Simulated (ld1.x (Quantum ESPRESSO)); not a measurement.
## Pseudopotential generation for lanthanum: PAW, BLYP, fully relativistic.

- Element: La
- Generator: ld1.x (Quantum ESPRESSO) 7.5
- Type: PAW
- Functional: BLYP
- Relativity: fully relativistic
- Frozen core: [Kr] 4d10
- Valence charge: 11
- Reference configuration: 4f0 5s2 5p6 5d2 6s1 6p0
- Partial waves: 5s (bound): rcut 2.00, rcutus 2.15 bohr; 6s (bound): rcut 2.00, rcutus 2.15 bohr; 5p (bound): rcut 3.15, rcutus 3.75 bohr; 6p (bound, empty): rcut 3.15, rcutus 3.75 bohr; 5d (bound): rcut 2.25, rcutus 2.85 bohr; 5d channel at 3.75 Ry: rcut 2.25, rcutus 2.85 bohr; 4f (bound, empty): rcut 0.90, rcutus 1.20 bohr; 4f channel at 1.75 Ry: rcut 0.90, rcutus 1.20 bohr
- Local potential: all-electron potential smoothed inside 3.45 bohr (lloc = -1)
- Core correction: Bessel-smoothed model core, default radius (core density twice the valence density)
- Augmentation charge: BESSEL, radius 1.05 bohr

Open shells are filled in proportion to 2j + 1 (rel_dist='average').

Poles of the logarithmic derivatives, all-electron (AE) and pseudo (PS). p1/2: poles at -1.6, 1.4 (AE) and -1.6, 0.9 (PS) Ry. p3/2: poles at -1.4, 1.5 (AE) and -1.4, 0.9 (PS) Ry. d3/2: poles at 0.1, 2.8 (AE) and 0.1, 2.8 (PS) Ry. d5/2: poles at 0.1, 2.8 (AE) and 0.1, 2.8 (PS) Ry. f5/2: poles at -0.2, 1.8, 4.8 (AE) and -0.2, 1.8 (PS) Ry. f7/2: poles at -0.2, 1.8, 4.8 (AE) and -0.2, 1.8 (PS) Ry. Test radius 4.06 bohr.

* Configuration tests: test run stopped at test 1 of 7 (negative rho)

The ghost test of this file was not conclusive.
